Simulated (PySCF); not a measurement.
A geometry optimisation on `[SiH3][GeH]` [triplet].

Computed with PBE0-D3(BJ)/def2-SVP geometry optimisation, gas phase (PySCF 2.14.0). Start geometry: GFN2-xTB. A driver script takes a list of jobs; this job's settings line and coordinates (Å) are shown.

Input:
```
{"job": {"xc": "PBE0", "basis": "def2-SVP", "d3": "d3bj", "grid": 1, "kind": "geom"}, "charge": 0, "multiplicity": 3}
Si    -0.648210    -0.011460    -0.000650
Ge     1.523720     0.888150    -0.106050
H     -0.903170    -0.787850     1.224270
H     -1.487630     1.186320    -0.028620
H     -0.989850    -0.908710    -1.119250
H      2.511390    -0.362460    -0.012860
```

**Question.** Estimate the output.

**Answer.** 
```
step   0  E = -2368.07497987  max force = 0.021909
step   1  E = -2368.08119023  max force = 0.005779
step   2  E = -2368.08168053  max force = 0.001709
step   3  E = -2368.08174613  max force = 0.000577
step   4  E = -2368.08176397  max force = 0.000292
step   5  E = -2368.08176628  max force = 0.000095
optimisation converged
```

Energies in Eh; «max force» is the largest Cartesian gradient component in Eh/bohr.

**Question.** How much energy does the optimisation release, in kcal/mol?

**Answer.** E(step 0) − E(last step) = 0.006786 Eh, which is 4.3 kcal/mol.

**Question.** Give the first gradient maximum in eV/Å.

**Answer.** With 1 Eh/bohr = 51.422 eV/Å, 1.127 eV/Å.

In short: final energy -2368.08177 Eh after 5 steps; dipole 0.34 D.

Time: 10 s wall. Hardware: an x86-64 server with one thread, on a shared host.
Labels such as C1 count atoms from 1, the log's own numbers from 0.
